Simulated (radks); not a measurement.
These are the eigenvalues of the occupied orbitals of an atom or ion with whole-number occupations (Ry). Method: scalar-relativistic Kohn-Sham, r2SCAN, spin-polarised, spherical densities, finite nucleus; meta-GGA in the generalised Kohn-Sham scheme; Fermi nuclear charge, rms radius of each element as measured or else 0.836 A^(1/3) + 0.57 fm; computed with a radial shooting solver on a logarithmic mesh with Libxc functionals.

| orbital | eigenvalue |
|---|---|
| 1s up | -45.02986 |
| 1s down | -45.00436 |
| 2s up | -6.73179 |
| 2s down | -6.70853 |
| 3p up | -1.89017 |

Which element is it, and in what charge state? The configuration may be excited. Open shells, if any, are filled with parallel spins first.

Answer. Z = 8, oxygen, charge +3: O3+ in [He] 2s2 3p1. The list shows which subshells hold electrons but not how many an open one holds; the 1s level, -22.515 hartree, gives Z - s = 6.7 by -(Z - s)^2/2, which with screening and relativity narrows Z to a few neighbours, and the depths of the outer levels then fix element, charge and occupations together.
